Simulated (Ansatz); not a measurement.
Computed with Ansatz on PBE0-D4/def2-TZVP structures; ΔE is electronic, products minus reactants. CCSD(T)/CBS is the MP2 limit (def2-TZVPP, def2-QZVPP) plus CCSD(T) − MP2 in def2-TZVPP, frozen cores. DFT in def2-TZVPP. Each species was taken in one conformer, which may not be the lowest.

Reaction (isomerisation): `BCCBC` → `BB(C)CC`

`BCCBC`:

Cartesian coordinates in Å:
```
B -1.131 -0.694 2.100
C -0.532 0.261 1.043
C 0.021 -0.793 0.046
B 0.715 -0.269 -1.257
C 0.867 1.226 -1.648
H -2.249 -1.114 1.979
H -0.447 -1.137 2.980
H 0.293 0.884 1.397
H -1.255 0.896 0.528
H 0.750 -1.461 0.533
H -0.768 -1.487 -0.286
H 1.118 -1.112 -2.016
H 0.698 1.942 -0.841
H 1.819 1.440 -2.142
H 0.101 1.417 -2.416
```

`BB(C)CC`:

Cartesian coordinates in Å:
```
B -0.085 0.963 -1.567
B 0.418 -0.128 -0.431
C 1.506 -1.208 -0.794
C -0.157 -0.131 1.034
C -1.444 0.636 1.310
H -0.964 0.724 -2.351
H 0.415 2.050 -1.675
H 2.069 -1.560 0.075
H 2.205 -0.932 -1.587
H 0.945 -2.076 -1.171
H -0.225 -1.162 1.405
H 0.670 0.304 1.623
H -2.283 0.214 0.751
H -1.717 0.622 2.368
H -1.352 1.685 1.012
```

```tsv
level	ΔE (kJ/mol)
PBE-D4	3.7
PBE0	5.9
CCSD(T)/def2-TZVPP	10.3
HF/def2-QZVPP	9.2
```

(1) What does CCSD(T)/CBS give? (Best estimate.)

Largest T1 diagnostic among the species: 0.010.

## Answers

(1) Computed: +10.6 kJ/mol. The listed levels differ from it by -6.9, -4.7, -0.3, -1.4 kJ/mol.
